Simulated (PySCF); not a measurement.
Worked example: chemical shift, span and skew from a shielding tensor

tert-butanol (C4H10O), SMILES CC(C)(C)O. Atoms are numbered in the order given.

```xyz
15

C     -0.6784     0.5144     1.2565
C      0.0063    -0.0205     0.0000
C     -0.6784     0.5144    -1.2565
C      1.4850     0.3382     0.0000
O     -0.0350    -1.4390     0.0000
H     -0.6251     1.6124     1.3133
H     -0.2027     0.0930     2.1544
H     -1.7443     0.2316     1.2693
H     -0.2027     0.0930    -2.1544
H     -0.6251     1.6124    -1.3133
H     -1.7443     0.2316    -1.2693
H      1.6292     1.4284     0.0000
H      1.9749    -0.0835     0.8899
H      1.9749    -0.0835    -0.8899
H     -0.9614    -1.7031     0.0000
```
Charge 0, spin multiplicity 1.

Coordinates come from a PBE0-D3(BJ)/def2-SVP optimisation. The values are those of a single conformer.

GIAO shieldings from KT2/pcSseg-1 (PySCF), non-relativistic, no solvent. The symmetric part of the tensor of C1 has the principal values 131.0, 133.5, 184.2 ppm. The same nucleus in TMS has σ = 185.1 ppm at this level (PySCF, at its B3LYP-D3(BJ)/def2-TZVP geometry).

Task: Work out the isotropic shielding, the ¹³C shift against TMS, the span and the skew.

Result: 
σ(iso) = (σ11 + σ22 + σ33)/3 = 149.6 ppm. δ = σ(ref) − σ(iso) = 185.1 − (149.6) = 35.5 ppm.
Span Ω = σ33 − σ11 = 53.2 ppm. Skew κ = 3(σ(iso) − σ22)/Ω = 0.91. Tumbling in solution averages the tensor to δ; in a static solid the shielding alone would spread this spin-1/2 line over Ω.
